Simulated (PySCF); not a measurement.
Ligands exchanged one at a time, Al Br-SiH3. All species are isolated molecules in the gas phase. Strings in code marks are SMILES.

All values below come from B3LYP-D3(BJ)/def2-TZVP in PySCF. All candidates: neutral, multiplicity 1. B3LYP has the VWN-RPA correlation part, as in Gaussian. Excitations are Tamm–Dancoff values on a coarser integration grid. The basis has no diffuse functions, so Rydberg states are missing or too high.

```
Quantity               Result
-------------------  --------
HOMO                 -8.36 eV
T1 excitation (TDA)   5.22 eV
HOMO–LUMO gap         6.49 eV
```

Question: Which member has these values?
A) `[SiH3][Al]([Br])[Br]`
B) `[Br][Al]([Br])[Br]`
C) `[SiH3][Al]([SiH3])[Br]`
D) `[SiH3][Al]([SiH3])[SiH3]`

Answer: B, `[Br][Al]([Br])[Br]`. The others give `[SiH3][Al]([SiH3])[Br]`: -7.09 eV, 3.09 eV, 4.55 eV; `[SiH3][Al]([Br])[Br]`: -7.89 eV, 4.16 eV, 5.72 eV; `[SiH3][Al]([SiH3])[SiH3]`: -7.10 eV, 2.84 eV, 4.32 eV
